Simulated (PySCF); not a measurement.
AlAsH4, SMILES [AlH2][AsH2]. The structure is a stationary point at PBE0-D3(BJ)/def2-TZVP.

TDA-LC-ωPBE/def2-SVPD (PySCF) puts the lowest singlet excitations at 4.82, 5.74, 6.14, 6.47, 6.66, 7.34 eV.

Q: What are the lowest excitation roots from PySCF with ADC(2)/aug-cc-pVDZ? (The exact figures need the calculation; the answer reports its results.)

A: 4.56, 5.88, 5.89, 6.08, 6.33, 6.92 eV. S1 differs by -0.26 eV (second minus first; roots are paired by order, and the bases may differ).
